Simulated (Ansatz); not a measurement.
The cluster Cu₂O₂⁺ was relaxed with PBE-D4 (def2-SVP) in Ansatz in these states: charge +1 doublet, charge +1 quartet. The geometries follow in no particular order.

A:

```xyz
4

Cu    0.563   -0.845    0.931
Cu   -0.563    0.845   -0.931
O     1.143    0.404   -0.324
O    -1.143   -0.404    0.324
```

B:

```tsv
atom	x (Å)	y (Å)	z (Å)
Cu1	1.2267	0.1043	0.1351
Cu2	-1.2266	-0.1044	-0.1354
O3	-0.0414	1.2129	-0.5604
O4	0.0414	-1.2128	0.5607
```

**Question.** Judge from the bond lengths which geometry belongs to which state (an estimate).

**Answer.** A is the charge +1 quartet (Cu1–Cu2 2.754 Å, Cu1–O3 1.863 Å, Cu1–O4 1.863 Å); B is the charge +1 doublet (Cu1–Cu2 2.477 Å, Cu1–O3 1.822 Å, Cu1–O4 1.822 Å).

At PBE0-D4/def2-TZVP a quartet lies 0.12 eV below the charge +1 doublet. These are the stationary points nearest to one start from a short search; other shapes may lie lower in each state.
